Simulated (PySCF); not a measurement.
## Radial density of Pb⁺ (lead, charge +1)

MN15, [Xe] 4f14 5d10 6s2 6p1, 2P determinant. All numbers are calculated (PySCF 2.14, scalar relativity by spin-free X2C-1e, in aug-cc-pwCVTZ-DK3).

```json
{"r (bohr)": "0.0157", "4πr²ρ (e/bohr)": "105.7", "4πr²(ρα − ρβ)": "0.0036"}
{"r (bohr)": "0.0265", "4πr²ρ (e/bohr)": "108.9", "4πr²(ρα − ρβ)": "0.0081"}
{"r (bohr)": "0.0445", "4πr²ρ (e/bohr)": "153.4", "4πr²(ρα − ρβ)": "0.0054"}
{"r (bohr)": "0.0749", "4πr²ρ (e/bohr)": "126.9", "4πr²(ρα − ρβ)": "-0.0046"}
{"r (bohr)": "0.126", "4πr²ρ (e/bohr)": "142.7", "4πr²(ρα − ρβ)": "0.0124"}
{"r (bohr)": "0.212", "4πr²ρ (e/bohr)": "92.50", "4πr²(ρα − ρβ)": "0.0001"}
{"r (bohr)": "0.356", "4πr²ρ (e/bohr)": "97.34", "4πr²(ρα − ρβ)": "0.0187"}
{"r (bohr)": "0.599", "4πr²ρ (e/bohr)": "39.65", "4πr²(ρα − ρβ)": "0.0331"}
{"r (bohr)": "1.01", "4πr²ρ (e/bohr)": "21.51", "4πr²(ρα − ρβ)": "-0.0184"}
{"r (bohr)": "1.70", "4πr²ρ (e/bohr)": "6.451", "4πr²(ρα − ρβ)": "0.2215"}
{"r (bohr)": "2.85", "4πr²ρ (e/bohr)": "1.297", "4πr²(ρα − ρβ)": "0.4059"}
{"r (bohr)": "4.80", "4πr²ρ (e/bohr)": "0.1027", "4πr²(ρα − ρβ)": "0.0787"}
{"r (bohr)": "8.07", "4πr²ρ (e/bohr)": "0.001124", "4πr²(ρα − ρβ)": "0.0011"}
{"r (bohr)": "13.6", "4πr²ρ (e/bohr)": "1.067e-05", "4πr²(ρα − ρβ)": "0.0000"}
```

Densities and radii are taken from the X2C orbitals without a picture-change correction, which distorts them close to the nucleus.

Spin-orbit coupling, absent here, splits the open shell strongly.

Problem. Where is the radial spin density 4πr²(ρα − ρβ) most negative, and why is it negative at all?

Solution. Around r = 1.01 bohr, down to -0.0184 e/bohr: exchange with the open shell polarises the paired shells in an unrestricted calculation.
